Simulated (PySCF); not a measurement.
Estimate the missing entries of this data sheet.

Compound: C6H5NO.
Atom-mapped SMILES: `[N:1]#[C:2][CH2:3][C@H:4]1[CH:5]=[CH:6][C:7]1=[O:8]` (hydrogens: H9, H10 on C3; H11 on C4; H12 on C5; H13 on C6)

Conformer (atom-mapped SMILES and torsion angles): `[N:1]#[C:2][CH2:3][C@H:4]1[CH:5]=[CH:6][C:7]1=[O:8]`: C2–C3–C4–C5 74°.

| property | level | value |
| --- | --- | --- |
| point group of the GFN2-xTB geometry | GFN2-xTB | ? |
| rotational constants A, B, C of the GFN2-xTB geometry | GFN2-xTB | ? |
| dipole moment | wB97X-D/def2-SVPD | 2.45 D |
| HOMO energy | wB97X-D/def2-SVPD | ? |
| LUMO energy | wB97X-D/def2-SVPD | -0.29 eV |
| lowest singlet excitation | TDDFT wB97X-D/def2-SVPD | ? |
| strongest line among the 8 lowest singlet transitions | TDDFT wB97X-D/def2-SVPD | ? |
| lowest triplet excitation (Tamm–Dancoff) | TDA wB97X-D/def2-SVPD | 3.57 eV |
| static isotropic polarisability | wB97X-D/def2-SVPD | 71.8 au |
| electronic spatial extent ⟨r²⟩ about the centre of nuclear charge | wB97X-D/def2-SVPD | ? |

Gas-phase values; electronic properties from PySCF, density fitting. The structure is a single GFN2-xTB conformer in the gas phase; no vibrational or solvent corrections.

Q: What is the lowest singlet excitation?

A: 3.99 eV (311 nm, f = 0.000).

Q: Give the point group of the GFN2-xTB geometry.

A: C1.

Q: The HOMO energy?

A: -9.78 eV.

Q: What is the strongest line among the 8 lowest singlet transitions?

A: S2 at 6.07 eV (204 nm, f = 0.131).

Q: What is the electronic spatial extent ⟨r²⟩ about the centre of nuclear charge?

A: 1012 bohr².

Q: What are the rotational constants A, B, C of the GFN2-xTB geometry?

A: 5.242, 1.290, 1.081 GHz.

In atomic units the dipole is 0.96 e·bohr (1 au = 2.5417 D). With B = h/(8π²I), that is 505.379 GHz u Å² over I, the principal moments of inertia are 96.4, 391.9 and 467.7 u Å² (most abundant isotopes); the inertial defect Ic − Ia − Ib is -20.6 u Å² (zero for a rigid planar frame, negative otherwise). The principal polarisabilities are 51.6, 69.4 and 94.6 au; their mean is the isotropic value. The rotational constants make it an asymmetric top with κ = (2B − A − C)/(A − C) = -0.90, nearer the prolate limit (−1). The polarisability is 10.65 Å³ as a volume (1 au = 0.148185 Å³), or 1.28 au for each of the 56 electrons.
